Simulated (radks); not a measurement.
Values are calculated unless marked as measured or tabulated.
Problem. All-electron atom: Mg in [Ne] 3s2. Level of theory: non-relativistic Kohn-Sham, LDA (Slater exchange, VWN5 correlation), spin-polarised, spherical densities, point nucleus; hard spherical wall at 2 bohr (a radial shooting solver on a logarithmic mesh with Libxc functionals). Some entries of the table are withheld. Estimate them.

orbital,occ.,eigenvalue (eV),r(max) (bohr)
1s,2,-1212.987,0.08576
2s,2,-50.7064,0.5589
2p,6,(1),0.4908
3s,2,74.5217,1.384
3d,0,81.0211,1.244
3p,0,(2),1.380
4s,0,(3),1.647

Solution. 
(1) 2p eigenvalue (eV): -17.5662
(2) 3p eigenvalue (eV): 84.5232
(3) 4s eigenvalue (eV): 259.6669
